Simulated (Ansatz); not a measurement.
Basis-set extrapolation for C5H14F2Si2, SMILES `C[Si](C)(C)C[Si](C)(F)F` (PBE0-D4/def2-TZVP geometry, frozen core, Ansatz). Multiplicity 1, RHF reference.

```csv
,def2-TZVPP,def2-QZVPP
HF,-974.648911,-974.686018
MP2 correlation,-1.627428,-1.750600
CCSD(T) correlation,-1.768100,not run
```

Energies in hartree. Use E(X) = E(∞) + A·exp(−7.88·√X) for Hartree–Fock and E(X) = E(∞) + B·X^(−2.97) for correlation, with X = 3 and 4, and add CCSD(T) minus MP2 of the smaller set to the MP2 limit.

Task: What is the CCSD(T) energy at the basis-set limit?

Result: HF limit: -974.686018 + (-0.037107) × 0.13774 = -974.69113. MP2 limit: -1.750600 + (-0.123172) × 0.74074 = -1.84184. Higher-order term: -1.768100 − (-1.627428) = -0.14067. Total: -976.67364 hartree, 673.8 kJ/mol below CCSD(T)/def2-TZVPP.
